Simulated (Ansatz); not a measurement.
Isolated molecules relaxed with PBE0-D4/def2-TZVP in Ansatz; ΔE leaves out vibrations. CCSD(T)/CBS adds triple-zeta CCSD(T) − MP2 to the extrapolated MP2 energy (def2 sets, frozen cores). This one scheme is used for every species. DFT in def2-TZVPP. For Ge outer-core shells are correlated without core-valence functions, which leaves a few kJ/mol of doubt a bond. Scalar relativity is left out up to krypton.

Consider the hydrogenolysis of a B–F bond: `F[B]1C=[CH][GeH2]1` + H₂ → `[BH]1C=[CH][GeH2]1` + H–F.

`F[B]1C=[CH][GeH2]1`:

Z-matrix (Å, degrees):
```
Ge
C 1 1.979
B 1 2.086 2 67.9
H 1 1.541 2 114.5 3 -117.3
H 1 1.541 2 114.5 3 117.3
C 2 1.354 1 99.9 3 0.0
H 2 1.088 1 135.3 3 -180.0
F 3 1.314 1 140.0 2 180.0
H 6 1.089 2 124.7 1 -180.0
```

H₂:

Z-matrix (Å, degrees):
```
H
H 1 0.746
```

`[BH]1C=[CH][GeH2]1`:

```xyz
9

B    -1.076    0.350    0.593
C    -0.953   -0.384   -0.737
C     0.382   -0.258   -0.967
Ge    0.959    0.127    0.883
H    -1.957    1.040    1.005
H    -1.686   -0.683   -1.484
H     0.857   -0.304   -1.947
H     1.491   -1.149    1.554
H     1.983    1.260    1.099
```

H–F:

Cartesian coordinates in Å:
```
F -0.069 0.424 0.164
H 0.069 -0.424 -0.164
```

```csv
level,ΔE (kJ/mol)
PBE0-D4,123.5
r2SCAN0-D4,128.3
PBE0,122.8
RPA@PBE/def2-TZVPP,123.5
```

(1) What does CCSD(T)/CBS give? (Best estimate.)

Largest T1 diagnostic among the species: 0.013.

Answers

(1) The calculation gave: +119.5 kJ/mol. The listed levels differ from it by 4.0, 8.8, 3.3, 4.0 kJ/mol.

At CCSD(T), def2-SVP lies +20.9 kJ/mol from the extrapolated value and def2-TZVPP +4.5 kJ/mol. From PBE to PBE0 (25 % exact exchange), in def2-TZVPP and without D4, ΔE moves by −4.8 kJ/mol. Leaving LDA and LC-ωPBE aside and taking each functional with its dispersion term where it has one, the values, not all of them listed here, spread over 13.8 kJ/mol, from PBE-QIDH to BLYP-D4. LDA lies +5.0 kJ/mol from PBE without D4.
